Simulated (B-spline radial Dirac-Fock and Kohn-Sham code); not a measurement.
How the levels of ytterbium move as electrons are removed

The computed values come from a radial atomic solver: relaxed Dirac-Fock hole states (ΔSCF) with Breit and QED corrections and a finite nucleus. Each ion is free and in its tabulated ground configuration. Correlation energy is missing from these numbers.

Reference: Yb³⁹⁺, [Ar] 3d10 4s2 4p1, with K 63146.4 eV, L1 12281.8 eV, L3 10732.3 eV, M1 4102.5 eV, M2 3880.4 eV, Kα1 (K-L3) 52414.1 eV, Kβ1 (K-M3) 59498.5 eV. Shifts from it, in eV (a dash: the subshell is empty, belongs to an open shell averaged over j, or its hole state is left out as unreliable):

| ion | configuration | K | L1 | L3 | M1 | M2 | Kα1 | Kβ1 |
| --- | --- | --- | --- | --- | --- | --- | --- | --- |
| Yb⁴⁰⁺ | [Ar] 3d10 4s2 | +81.9 | +74.8 | +75.1 | +66.4 | +66.6 | +6.82 | +16.01 |
| Yb⁴¹⁺ | [Ar] 3d10 4s1 | +162.7 | +148.4 | +151.2 | – | +134.7 | +11.50 | +29.31 |
| Yb⁴²⁺ | [Ar] 3d10 | +247.0 | +224.8 | +228.1 | +199.0 | +203.5 | +18.89 | +45.52 |
| Yb⁴³⁺ | [Ar] 3d9 | +397.5 | +370.4 | +374.3 | +308.8 | +314.9 | +23.22 | +87.76 |
| Yb⁴⁴⁺ | [Ar] 3d8 | +550.4 | +518.0 | +522.6 | +419.9 | +427.6 | +27.83 | +131.14 |
| Yb⁴⁵⁺ | [Ar] 3d7 | +705.7 | +667.7 | +673.0 | +532.1 | +541.5 | +32.74 | +175.68 |
| Yb⁴⁶⁺ | [Ar] 3d6 | +863.4 | +819.5 | +825.5 | +645.5 | +656.8 | +37.94 | +221.38 |
| Yb⁴⁷⁺ | [Ar] 3d5 | +1023.5 | +973.3 | +980.1 | +760.1 | +773.3 | +43.46 | +268.23 |

Over this range K (1s) moves by +1023.5 eV and Kα1 by +43.5 eV: a line is a difference of two levels that shift in the same direction.
